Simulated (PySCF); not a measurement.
Basis and Hamiltonian dependence of the excitation energy of Nb

Nb [Kr] 4d4 5s1 (6D) → Nb [Kr] 4d3 5s1 5p1 (high-spin determinant). Calculated with PySCF 2.14 from differences of total energies of unrestricted determinants, without spin-orbit coupling. Values in eV.

```tsv
basis	Hamiltonian	functions	UHF	PBE	PBE0	MP2 (valence)	CCSD(T) (valence)	CCSD(T) (valence and next inner shell)
def2-TZVPPD with the def2 core potential (28 electrons)	ECP	56	1.518	2.712	2.546	2.016	2.028	2.206
def2-TZVPP with the def2 core potential (28 electrons)	ECP	56	1.518	n/a	n/a	n/a	n/a	2.206
ANO-RCC-VTZP	spin-free X2C	68	1.514	2.814	2.619	2.040	2.055	2.277
aug-cc-pwCVDZ-PP with ECP28MDF	ECP	70	1.494	2.725	2.549	1.998	2.014	2.117
x2c-TZVPPall	spin-free X2C	79	1.534	2.809	2.624	2.038	2.049	2.255
def2-QZVPPD with the def2 core potential (28 electrons)	ECP	81	1.498	2.737	2.557	2.024	2.036	2.228
aug-cc-pVTZ-PP with ECP28MDF	ECP	88	1.494	2.725	2.547	2.002	2.015	n/a
x2c-TZVPPall with one added diffuse shell each of s, p, d, f type	spin-free X2C	95	1.532	2.808	2.624	2.040	2.055	2.259
aug-cc-pVTZ-DK	spin-free X2C	102	1.496	n/a	n/a	2.004	2.015	n/a
aug-cc-pVTZ-PP with one added diffuse shell each of s, p, d, f, g type with ECP28MDF	ECP	113	1.493	2.724	2.547	2.002	n/a	n/a
aug-cc-pwCVTZ-PP with ECP28MDF	ECP	122	1.486	2.722	2.544	2.014	n/a	n/a
dyall-av2z	non-relativistic	136	1.824	n/a	n/a	2.264	2.279	n/a
```

Frozen in the all-electron rows: valence: [Kr]; valence and next inner shell: [Ar] 3d10; with a core potential, the same shells as far as they lie outside it.

One determinant mixes LS terms of the configuration, so the numbers do not refer to single terms. Non-relativistic rows lack the scalar-relativistic shift.
